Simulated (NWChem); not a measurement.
System meant: C$_{2}$H$_{4}$BFO$_{2}$; SMILES O1B(OC1C)F

Here is an NWChem input.

```
start job
memory heap 200 mb stack 900 mb global 1100 mb
geometry units angstroms noautoz
  C     -0.521181    -2.026138     0.000000
  C      0.446566    -0.884936     0.000000
  O      0.220331     0.067299     1.048393
  B      0.021538     0.931260     0.000000
  F     -0.268542     2.206521     0.000000
  O      0.220331     0.067299    -1.048393
  H     -0.366985    -2.647519     0.893788
  H     -0.366985    -2.647519    -0.893788
  H     -1.552396    -1.645642     0.000000
  H      1.500064    -1.212307     0.000000
end
basis spherical
  * library def2-svp
end
dft
  odft
  mult 2
  xc xpbe96 cpbe96
  iterations 150
  mulliken
end
task dft energy
```

End of the output:

```
 Summary of "ao basis" -> "ao basis" (spherical)
 ------------------------------------------------------------------------------
       Tag                 Description            Shells   Functions and Types
 ---------------- ------------------------------  ------  ---------------------
 C                          def2-svp                 6       14   3s2p1d
 O                          def2-svp                 6       14   3s2p1d
 B                          def2-svp                 6       14   3s2p1d
 F                          def2-svp                 6       14   3s2p1d
 H                          def2-svp                 3        5   2s1p

 Summary of "ao basis" -> "ao basis" (spherical)
 ------------------------------------------------------------------------------
       Tag                 Description            Shells   Functions and Types
 ---------------- ------------------------------  ------  ---------------------
 C                          def2-svp                 6       14   3s2p1d
 O                          def2-svp                 6       14   3s2p1d
 B                          def2-svp                 6       14   3s2p1d
 F                          def2-svp                 6       14   3s2p1d
 H                          def2-svp                 3        5   2s1p

      Symmetry analysis of basis
      --------------------------

        a'         67
        a"         37

  number of electrons :                   46
  multiplicity        :                    2
 ------------------------------------------------------------------------
  no. of electrons and multiplicity not compatible                  46
 ------------------------------------------------------------------------
 ------------------------------------------------------------------------
  current input line :
    25: task dft energy
 ------------------------------------------------------------------------
 ------------------------------------------------------------------------
 There is an error in the input file
 ------------------------------------------------------------------------
 For more information see the NWChem manual at https://nwchemgit.github.io

0: no. of electrons and multiplicity not compatible:Received an Error in Communication
```

Task: Can this run be used? If not, why, and what is the fix?

Result: The input was rejected before any calculation. Cause: the multiplicity doesn't fit the number of electrons (an even count wants an odd multiplicity, and the reverse). This input runs:
```
start job
memory heap 200 mb stack 900 mb global 1100 mb
geometry units angstroms noautoz
  C     -0.521181    -2.026138     0.000000
  C      0.446566    -0.884936     0.000000
  O      0.220331     0.067299     1.048393
  B      0.021538     0.931260     0.000000
  F     -0.268542     2.206521     0.000000
  O      0.220331     0.067299    -1.048393
  H     -0.366985    -2.647519     0.893788
  H     -0.366985    -2.647519    -0.893788
  H     -1.552396    -1.645642     0.000000
  H      1.500064    -1.212307     0.000000
end
basis spherical
  * library def2-svp
end
dft
  xc xpbe96 cpbe96
  iterations 150
  mulliken
end
task dft energy
```
It converges to -353.23483 Ha (PBE/def2-SVP).
